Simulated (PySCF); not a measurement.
**Radial density of Pt²⁺ (platinum, charge +2)**

r2SCANh, [Xe] 4f14 5d7 6s1, high-spin 5F determinant (an excited configuration). Calculation: PySCF 2.14, in aug-cc-pVDZ-PP with ECP60MDF; a scalar-relativistic core potential. This is the valence pseudo-density: the core potential removes the inner electrons and smooths the orbitals near the nucleus.

```json
{"r (bohr)": "0.125", "4πr²ρ (e/bohr)": "6.550e-05", "4πr²(ρα − ρβ)": "0.0000"}
{"r (bohr)": "0.210", "4πr²ρ (e/bohr)": "0.001100", "4πr²(ρα − ρβ)": "0.0002"}
{"r (bohr)": "0.353", "4πr²ρ (e/bohr)": "0.08201", "4πr²(ρα − ρβ)": "0.0100"}
{"r (bohr)": "0.593", "4πr²ρ (e/bohr)": "4.092", "4πr²(ρα − ρβ)": "0.3729"}
{"r (bohr)": "0.997", "4πr²ρ (e/bohr)": "15.23", "4πr²(ρα − ρβ)": "2.1010"}
{"r (bohr)": "1.68", "4πr²ρ (e/bohr)": "6.180", "4πr²(ρα − ρβ)": "2.1193"}
{"r (bohr)": "2.82", "4πr²ρ (e/bohr)": "0.9239", "4πr²(ρα − ρβ)": "0.5943"}
{"r (bohr)": "4.75", "4πr²ρ (e/bohr)": "0.03219", "4πr²(ρα − ρβ)": "0.0292"}
{"r (bohr)": "7.98", "4πr²ρ (e/bohr)": "2.566e-05", "4πr²(ρα − ρβ)": "0.0000"}
{"r (bohr)": "13.4", "4πr²ρ (e/bohr)": "1.852e-05", "4πr²(ρα − ρβ)": "0.0000"}
```

Energies and moments cover only the electrons outside the core potential. Spin-orbit coupling, absent here, splits the open shell strongly.
